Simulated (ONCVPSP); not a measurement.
An all-electron radial function and its pseudo partner (lead (Pb))

Columns: radius, all-electron u(r) and pseudo u(r) of the 5p shell (level -87.70 eV) of lead in the configuration [Kr] 4d10 4f14 5s2 5p6 5d10 6s1 6p3; PW91, scalar-relativistic, ONCV scheme, ONCVPSP 4.0.1.

```tsv
r (bohr)	all-electron	pseudo
0.082	0.1620	0.0149
0.165	0.2977	0.0629
0.248	-0.4004	0.1486
0.330	-0.6577	0.2706
0.413	-0.4057	0.4250
0.495	0.0561	0.5960
0.578	0.5156	0.7737
0.660	0.8617	0.9375
0.742	1.0792	1.0710
0.825	1.1829	1.1560
0.908	1.1975	1.1796
0.990	1.1515	1.1447
1.072	1.0690	1.0675
1.155	0.9658	0.9655
1.238	0.8557	0.8555
1.320	0.7482	0.7480
1.402	0.6468	0.6466
1.485	0.5529	0.5528
1.568	0.4692	0.4690
1.650	0.3965	0.3964
1.733	0.3327	0.3326
1.815	0.2787	0.2786
1.898	0.2321	0.2320
1.980	0.1931	0.1931
2.062	0.1603	0.1603
2.145	0.1325	0.1325
```

Q: How many radial nodes do the two functions have?

A: The all-electron 5p function has n − l − 1 = 3 (the table is too coarse to show those close to the nucleus); the pseudo-wave has 0, since the states of the same l below it are removed with the core.

Q: At about which radius was the pseudo-wave matched?

A: 1.30 bohr. The columns agree to 0.0005 from 1.16 bohr on; several derivatives are matched, so the curves merge somewhat inside the radius.

Q: Is the pseudo-wave norm-conserving?

A: Yes: the ONCV scheme keeps the norm inside the radius equal to the all-electron one, which fixes the energy derivative of the logarithmic derivative at the level.
